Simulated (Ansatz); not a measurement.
`[CH3][Al]([CH3])[SnH3]` → Al• + 2 C• + 9 H• + Sn•  (atomization)

Computed with Ansatz on PBE0-D4/def2-TZVP structures; ΔE is electronic, products minus reactants. CCSD(T)/CBS adds triple-zeta CCSD(T) − MP2 to the extrapolated MP2 energy (def2 sets, frozen cores). This one scheme is used for every species, atoms too. DFT in def2-TZVPP. B3LYP here is the variant with VWN-RPA as its local correlation; programs differ in this. No spin–orbit coupling; open shells (•) take unrestricted orbitals. Spin–orbit coupling would lower the free atoms: a little for Al, C; strongly for Sn. def2 core potentials past Kr. Bonds to Sn are less sure, by a few kJ/mol each and by 10 to 20 or more in all where they break to atoms, as the def2 sets lack core-valence functions.

```tsv
level	ΔE (kJ/mol)
B3LYP-D4	4104.6
ωB97M-V	4115.6
HF/def2-TZVPP	3101.5
HF/CBS(def2)	3106.5
```

**Question.** What does CCSD(T)/CBS give? (Estimate.)

**Answer.** Ansatz gave: +4128.8 kJ/mol. The listed levels differ from it by -24.2, -13.2, -1027.3, -1022.3 kJ/mol.

Largest T1 diagnostic among the species: 0.018.

From PBE to PBE0 (25 % exact exchange), in def2-TZVPP and without D4, ΔE moves by −17.6 kJ/mol: exact exchange takes away binding that semilocal exchange gives to molecules. The D4 term adds +37.1 kJ/mol with B3LYP and +20.0 kJ/mol with PBE0; it sums over pairs of atoms, weighted by their polarisabilities, and B3LYP, whose exchange is more repulsive, gets the larger term. In def2-TZVPP, CCSD(T) changes the Hartree–Fock value by +936.3 kJ/mol (the triples alone add +42.3 kJ/mol) and MP2 by +908.6 kJ/mol; breaking electron pairs costs correlation energy, which Hartree–Fock lacks.

For atomizations the MP2-based limit and the directly extrapolated one differ by several kJ/mol either way, and by 10 to 25 for some Ge, Se and Sn compounds, so smaller differences from it don't rank the levels.
